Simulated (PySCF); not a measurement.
Isomers of C8H9P, from PySCF 2.14.0, PBE0-D3(BJ)/def2-SVP geometry optimisation, gas phase. One conformer each, no zero-point energy, no frequencies.

Task: Which is lower in electronic energy at this level?
A. `[CH2:1]=[CH:2][c:3]1[cH:4][cH:5][c:6]([CH3:7])[cH:8][p:9]1` with C1–C2–C3–C4 3°: A = 3053, B = 935.2, C = 719.2 MHz, dipole 2.00 D
B. `[cH:1]1[cH:2][cH:3][c:4]([CH:5]2[CH2:6][CH2:7]2)[p:8][cH:9]1` with C3–C4–C5–C6 -145°: A = 3123, B = 1034, C = 827.3 MHz, dipole 1.43 D

Result: A. That is `c1c(C)ccc(p1)C=C`, 4.0 kcal/mol below the other.

| SMILES | mapped SMILES | E (Eh) | relative (kcal/mol) | relative (kJ/mol) | dipole (D) |
| --- | --- | --- | --- | --- | --- |
| C=Cc1ccc(C)cp1 | [CH2:1]=[CH:2][c:3]1[cH:4][cH:5][c:6]([CH3:7])[cH:8][p:9]1 | -650.77933 | 0.0 | 0.0 | 2.00 |
| c1ccc(C2CC2)pc1 | [cH:1]1[cH:2][cH:3][c:4]([CH:5]2[CH2:6][CH2:7]2)[p:8][cH:9]1 | -650.77295 | 4.0 | 16.8 | 1.43 |

As drawn, the lower has a C=C bond outside aromatic rings, which the higher lacks; the higher has a three-membered ring, which the lower lacks.
